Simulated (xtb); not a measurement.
AlF4, SMILES [F][Al-]([F])([F])[F], charge -1. All values are semi-empirical tight-binding results from xtb (GFN2-xTB unless named), good for trends rather than for accurate numbers. The structure is a stationary point at GFN2-xTB. The isomer is the one that the SMILES or the coordinates give; other isomers of the formula were not compared.

Optimised geometry:

```xyz
5

Al     0.0000     0.0000     0.0000
F      0.9720     0.9720    -0.9720
F     -0.9720     0.9720     0.9720
F     -0.9720    -0.9720    -0.9720
F      0.9720    -0.9720     0.9720
```
Charge -1, spin multiplicity 1.

For metal compounds this method's bond lengths and energies can be far off.

Q: Estimate the properties. (The exact figures need the calculation; the answer reports its results.)

A: 
The point group as xtb finds it is Td and the orbital gap comes out as 12.54 eV. The zero-point energy is 5.4 kcal/mol and the G − E(el) at 298.15 K (modified RRHO) comes out as -12.0 kcal/mol.

Computed atomic charges and the Wiberg bond orders between heavy atoms:
charges (e) Al1 0.52, F2 -0.38, F3 -0.38, F4 -0.38, F5 -0.38. Bond orders Al1–F2 1.01, Al1–F3 1.01, Al1–F4 1.01, Al1–F5 1.01.
